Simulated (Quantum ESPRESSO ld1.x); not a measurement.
The numbers below are computed, except where a source is named.
Problem. Co19+, 8 electrons, occupied as [He] 2s2 2p4. Code: ld1.x of Quantum ESPRESSO 7.5. Model: scalar-relativistic Kohn-Sham, PW91, spin-unpolarised, spherical densities, point nucleus. Some entries of the table are withheld. Estimate them.

| orbital | occ. | eigenvalue (Ry) | <1/r> (bohr^-1) | r(max) (bohr) |
|---|---|---|---|---|
| 1s | 2 | (1) | 27.07 | (2) |
| 2s | 2 | -122.7960 | 6.095 | 0.207 |
| 2p | 4 | (3) | (4) | 0.165 |
| 3s | 0 | (5) | 2.487 | 0.562 |
| 3p | 0 | -46.3560 | 2.428 | (6) |

Solution. 
(1) 1s eigenvalue (Ry): -623.9282
(2) 1s r(max) (bohr): 0.037
(3) 2p eigenvalue (Ry): -114.8602
(4) 2p <1/r> (bohr^-1): 5.980
(5) 3s eigenvalue (Ry): -48.8240
(6) 3p r(max) (bohr): 0.540
